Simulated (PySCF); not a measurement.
A GIAO shielding run with PySCF 2.14 (density fitting, non-relativistic, gas phase) on `[SiH2](C=C)CS[SiH2]Cl`, C$_{3}$H$_{9}$ClSSi$_{2}$:

```
$ OMP_NUM_THREADS=1 python probes_run.py task.json out

{"job": {"kind": "nmr", "xc": "PBE0", "basis": "pcSseg-1"}, "charge": 0, "multiplicity": 1}
C     -2.776706     0.497135     1.406856
C     -2.308444    -0.220214     0.397653
Si    -0.807850     0.241035    -0.638082
C      0.429297    -1.203874    -0.490310
S      1.927631    -0.967193    -1.520280
Si     3.051651     0.495473    -0.441669
Cl     2.821073     0.244117     1.544429
H     -2.308568     1.419433     1.709944
H     -3.644551     0.203096     1.977726
H     -2.826262    -1.137084     0.139908
H     -1.162536     0.400147    -2.051612
H     -0.179756     1.464348    -0.124689
H      0.759676    -1.372263     0.532784
H     -0.002242    -2.132356    -0.858522
H      2.592756     1.837288    -0.772084
H      4.427232     0.239856    -0.823464
```

Hardware: 1 thread of an Arm Neoverse V2, shared host. The job also computes population analyses, field gradients.

Q: How large is the calculation?

A: 88 electrons, 192 basis functions and 1091 auxiliary functions.

Q: How long does it take, and how much memory does it need?

A: 41 s of wall time, with 14 SCF cycles and 5 response iterations; peak memory 0.85 GiB. Times on a shared host scatter by some tens of per cent.
